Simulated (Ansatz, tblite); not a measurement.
Cost and result up the ladder for the cluster AsS2⁺ (the lowest singlet isomer of a short search) (3 atoms). The state is a singlet with charge 1. Geometry: PBE0-D4/def2-TZVP.

Cartesian coordinates in Å:
```
As -0.865 -0.815 -0.219
S 1.192 -0.378 0.029
S -0.327 1.193 0.190
```

Ansatz on 4 threads of Arm Neoverse V1 on a shared host; xTB runs through tblite on one thread. Times are rough, summed over both states, and most runs start from the orbitals of an earlier one. RPA@PBE/def2-TZVP serves as the yardstick here, not as an exact answer. The other state is a quintet at its own geometry.

The xTB rows come from tblite. B3LYP takes the VWN-RPA correlation. Correlated methods freeze 19 core orbitals; core or outer-core shells of As are correlated, in sets that lack core-valence functions. The structure comes from a short search, and lower isomers may exist.

xTB has no spin-polarisation term.

```
                          level  functions  quintet − singlet (eV)  difference from RPA@PBE/def2-TZVP (eV)                                 remarks
             B3LYP-D4/def2-TZVP        122                    2.86                                   -0.04                                       –
               PBE-D4/def2-TZVP        122                    3.06                                    0.15                                       –
              RPA@PBE/def2-TZVP        122                    2.90                                    0.00                                       –
             BHLYP-D4/def2-TZVP        122                    2.70                                   -0.20                                       –
                       GFN1-xTB         27                    4.70                                    1.79                                       –
               B97M-V/def2-TZVP        122                    3.20                                    0.29                                       –
           r2SCANh-D4/def2-TZVP        122                    2.81                                   -0.09                                       –
                       GFN2-xTB         27                    3.47                                    0.57                                       –
            r2SCAN-D4/def2-TZVP        122                    2.83                                   -0.07                                       –
             CCSD(T)/def2-TZVPP        132                    3.08                                    0.18  large T1 (quintet), large T1 (singlet)
                  MP2/def2-TZVP        122                    3.68                                    0.77                                       –
PBE0-D4/def2-TZVP (with forces)        122                    3.00                                    0.10                                       –
              BLYP-D4/def2-TZVP        122                    2.84                                   -0.07                                       –
```

Q: Estimate how long each takes.

A: GFN1-xTB 0.006 s; GFN2-xTB 0.006 s; PBE-D4/def2-TZVP 1.9 s; BLYP-D4/def2-TZVP 1.9 s; B3LYP-D4/def2-TZVP 3 s; RPA@PBE/def2-TZVP 3 s; MP2/def2-TZVP 3.3 s; BHLYP-D4/def2-TZVP 4.3 s; PBE0-D4/def2-TZVP (with forces) 4.9 s; r2SCAN-D4/def2-TZVP 5.5 s; r2SCANh-D4/def2-TZVP 6.4 s; B97M-V/def2-TZVP 8.1 s; CCSD(T)/def2-TZVPP 18 s. On shared hardware such times vary by a factor of up to 3.
